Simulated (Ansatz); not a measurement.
Relaxation of ClF₃HTi (6 atoms, charge 0, multiplicity 2), to a largest force component of 0.03 eV/Å in at most 50 steps.

The calculation used UHF/def2-SVP (Ansatz 0.2.0).

```xyz
6
Properties=species:S:1:pos:R:3:forces:R:3
Ti -0.100 0.000 -0.310 0.04 0.00 0.22
Cl -0.517 -0.007 3.228 1.56 0.02 -0.07
F 1.523 0.000 0.462 -0.16 0.00 -0.07
F -0.855 1.541 -0.796 0.05 -0.07 0.02
F -0.856 -1.539 -0.796 0.05 0.07 0.02
H 0.806 0.005 3.294 -1.55 -0.02 -0.13
```

**Question.** Where does it end, and by what steps?

**Answer.** It converged. After 11 steps the energy has fallen by 0.212 eV; H6 moved furthest, 0.60 Å. Joined: Ti1–Cl2 (3.56 → 2.72 Å).

```csv
step,energy less start (eV),largest force component (eV/Å),accepted
0,0.0000,1.561,yes
1,-0.0639,0.629,yes
2,-0.1206,0.698,yes
3,-0.1537,1.099,yes
4,-0.1294,0.970,no
5,-0.1891,0.507,yes
6,-0.2013,0.134,yes
7,-0.2078,0.078,yes
8,-0.2112,0.070,yes
9,-0.2119,0.098,yes
10,-0.2119,0.073,yes
11,-0.2122,0.004,yes
```

```xyz
6
Properties=species:S:1:pos:R:3
Ti -0.184 0.000 0.019
Cl -0.561 -0.001 2.717
F 1.550 0.001 0.644
F -0.765 1.607 -0.496
F -0.763 -1.606 -0.497
H 0.725 -0.001 2.695
```

Time of the run: 55 s on 2 threads of Arm Neoverse V1, with other jobs on the host, peak memory 0.38 GiB.
